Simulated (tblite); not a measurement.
C2H12SSi4.
Z-matrix (Å and degrees, GFN2-xTB geometry), rows numbered from 1:
```
C 
S   1  1.8165
Si  2  2.1705  1   99.85
Si  3  2.3400  2  112.84  1    60.67
C   4  1.9131  3  101.67  2  -144.63
Si  5  1.9161  4  116.27  3    41.86
Si  6  2.3297  5  104.43  4   -41.35
H   1  1.0851  2  106.92  3   179.32
H   1  1.0864  2  109.84  3   -61.53
H   1  1.0865  2  109.83  3    60.28
H   3  1.4647  2   97.52  1  -178.79
H   4  1.4731  3  114.91  2   -28.54
H   4  1.4679  3  117.61  2    96.62
H   5  1.0919  4  107.47  3   -78.88
H   5  1.0887  4  109.56  3   167.00
H   6  1.4682  5  108.53  4  -165.78
H   6  1.4707  5  107.72  4    80.07
H   7  1.4718  3  115.26  2     2.86
H   7  1.4683  3  112.68  2  -115.52
```

Computed values, GFN2-xTB/tblite, gas phase, harmonic and unscaled. Errors from tens to a few hundred cm⁻¹ against measured bands are possible. Modes of hydrogen on silicon can be 10 to 20 % off. One conformer, not necessarily the lowest.

Harmonic wavenumbers (cm⁻¹): 25.9, 64.3, 98.3, 111.1, 119.7, 131.9, 175.6, 204.2, 234.4, 317.6, 349.8, 372.4, 398.1, 414.3, 437.7, 478.8, 493.2, 509.6, 528.9, 538.8, 574.0, 598.4, 635.5, 665.9, 684.6, 731.8, 743.1, 786.8, 801.3, 809.1, 835.9, 947.1, 959.7, 1015.1, 1130.1, 1324.9, 1454.8, 1464.2, 1468.9, 2156.6, 2157.9, 2177.1, 2193.9, 2202.8, 2204.9, 2214.5, 2955.0, 2991.4, 3017.5, 3021.3, 3055.4.

A = 1428, B = 706.6, C = 582.8 MHz; mass 179.974 u (most abundant isotopes); point group C1, symmetry number 1.

**Question.** Zero-point energy?

**Answer.** Half the sum of the wavenumbers: 26992 cm⁻¹ = 322.90 kJ/mol.

**Question.** What is S at 298.15 K and 1 bar for an ideal gas of classical rigid rotors and harmonic oscillators?

**Answer.** Translation 173.62, rotation 128.37, vibration 178.91: S = 480.9 J/(mol K).

**Question.** And Cp and H(298.15 K) − H(0)?

**Answer.** Cp = 214.00 J/(mol K), of which vibrations give 180.75 (their classical limit is 51 R = 424.0); H(298.15 K) − H(0) = 37.86 kJ/mol without the zero-point energy, 27.95 from vibrations.

**Question.** How do the functions run with temperature in this model?

**Answer.** 
```tsv
T (K)	S (J/(mol K))	Cp (J/(mol K))	H − H(0) (kJ/mol)	G − H(0) (kJ/mol)	ln q(vib)
150	364.6	129.3	12.05	-42.63	4.61
250	445.3	190.0	28.12	-83.21	8.42
400	549.7	254.0	61.80	-158.07	14.03
600	663.5	307.0	118.31	-279.80	20.97
900	798.3	357.1	218.55	-499.93	30.07
```

q(vib) and H(0) count from the zero-point level.

**Question.** What must be added to the electronic energy to get the Gibbs energy at 298.15 K and 1 bar?

**Answer.** ZPE + [H(298.15 K) − H(0)] − T·S = 322.90 + 37.86 − 143.38 = 217.38 kJ/mol.

**Question.** Blend soft modes into free rotors: weight 1/[1 + (100 cm⁻¹/ν̃)⁴] for the oscillator and the rest for a rotor with moment μB/(μ + B), μ = h/(8π²ν), B = 10⁻⁴⁴ kg m². What vibrational entropy results?

**Answer.** 164.22 J/(mol K) in place of 178.91, which changes −T·S at 298.15 K by +4.38 kJ/mol.

Hindered rotation and anharmonicity are outside this model. Other conformers, if any are populated, would add a mixing term that is left out. The structure is chiral; the term R ln 2 for an equal mix with its mirror image is left out.

The run took 1.1 s on one thread of an Arm Neoverse V2, shared host. The figure is for the frequency step alone.
